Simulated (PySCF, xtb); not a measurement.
Sb(Br)(SiH3)2 (BrH6SbSi2), SMILES [SiH3][Sb]([SiH3])[Br].

Harmonic wavenumbers (cm⁻¹) from xtb 6.7.1 with GFN2-xTB at its own minimum, in rising order: 57, 65, 72, 76, 88, 213, 279, 282, 388, 396, 402, 416, 725, 758, 773, 783, 787, 797, 2253, 2265, 2273, 2285, 2285, 2292.

What does B3LYP-D3(BJ)/def2-SVP run with PySCF give at its own minimum? (Estimate from the structure and the level; the computed values follow.)

72, 73, 95, 99, 128, 234, 295, 298, 476, 502, 506, 544, 844, 881, 935, 940, 941, 944, 2199, 2203, 2227, 2228, 2237, 2241. Paired by order, the mean absolute difference is 74 cm⁻¹ and the zero-point energies are 30.0 and 31.7 kcal/mol.
